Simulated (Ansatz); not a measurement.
```yaml
crystal:
  periodic: [false, false, false]
  atoms:
    - {symbol: O, position_ang: [-1.188856, -1.457568, 0.898446]}
    - {symbol: In, position_ang: [-0.085321, 0.305803, 0.584378]}
    - {symbol: O, position_ang: [1.901550, 0.076667, 1.476843]}
    - {symbol: O, position_ang: [0.252105, -1.134735, -1.603515]}
    - {symbol: S, position_ang: [-1.188237, 2.438110, -0.406903]}
    - {symbol: H, position_ang: [-1.120399, -2.319003, 1.582023]}
    - {symbol: H, position_ang: [2.328334, 0.969028, 1.448192]}
    - {symbol: H, position_ang: [-0.491156, -1.719096, -1.343462]}
    - {symbol: H, position_ang: [0.017596, 3.417629, -0.403143]}
    - {symbol: H, position_ang: [-0.328537, -0.751555, -2.513418]}
basis:
  gaussian: {orbitals: def2-TZVPD}
hamiltonian: {xc: {name: B3LYP}}
relax: {f_tol: 0.0001, max_steps: 3}
```

```sh
$ ansatz run in.yaml --threads 4 --pin off --events-out ev --progress --plain --max-ram 10444MiB
```

Output, abridged:

```
Functional definition: B3LYP
1609 factors; their error is unknown
mean field evaluation 1: about -22219.1913 eV, gradient 1.0e2 eV
mean field evaluation 2: about -22029.8662 eV, gradient 2.6e2 eV
mean field evaluation 4: about -22236.2207 eV, gradient 2.5e1 eV
mean field evaluation 8: about -22237.7204 eV, gradient 7.7e-1 eV
mean field evaluation 16: about -22237.7803 eV, gradient 1.4e-3 eV
mean field -22237.78034141 eV, -817.2233542380 hartree, gradient 3.8e-5 eV, S^2 0.000000; 0 other end points of the search recorded, 0 dependent functions left out
reference -22237.78070480 eV, -817.2233675923 hartree; 33, 33 occupied and 234, 234 virtual orbitals, 1609 factors
relax step   1: F+E_penalty+E_count = -22237.78034141 eV  Δ(F+E_penalty+E_count) = +0.000e0 eV  max|allowed force component| = 3.985e0 eV/Å  Δτ_max = 0.0000 Å  (38 SCF iters, accepted)
1609 factors; their error is unknown
mean field -22239.50946209 eV, -817.2868982508 hartree, gradient 1.9e-5 eV, S^2 0.000000; 0 other end points of the search recorded, 0 dependent functions left out
reference -22239.50981635 eV, -817.2869112697 hartree; 33, 33 occupied and 234, 234 virtual orbitals, 1609 factors
relax step   2: F+E_penalty+E_count = -22239.50946209 eV  Δ(F+E_penalty+E_count) = -1.729e0 eV  max|allowed force component| = 2.126e0 eV/Å  Δτ_max = 0.1945 Å  (44 SCF iters, accepted)
1609 factors; their error is unknown
mean field -22239.92045757 eV, -817.3020020560 hartree, gradient 2.3e-5 eV, S^2 0.000000; 0 other end points of the search recorded, 0 dependent functions left out
reference -22239.92080655 eV, -817.3020148809 hartree; 33, 33 occupied and 234, 234 virtual orbitals, 1609 factors
relax step   3: F+E_penalty+E_count = -22239.92045757 eV  Δ(F+E_penalty+E_count) = -4.110e-1 eV  max|allowed force component| = 1.023e0 eV/Å  Δτ_max = 0.1947 Å  (37 SCF iters, accepted)
Error: geometry relaxation did not converge after 3 steps: max|allowed force component| = 1.02e0 eV/Å (threshold 1.0e-4). Raise `relax.max_steps` over both its present limit and 3, loosen `relax.f_tol`, or start from a geometry closer to equilibrium. Where this run's directory can be resumed (`checkpoint.write`), a resume goes on for up to `relax.max_steps` more
```

(1) Something in this input is off. What?

Answers

(1) The relaxation is allowed too few steps for its threshold. No converged result was reached.

B3LYP here is the variant with VWN-RPA as its local correlation; programs differ in this.
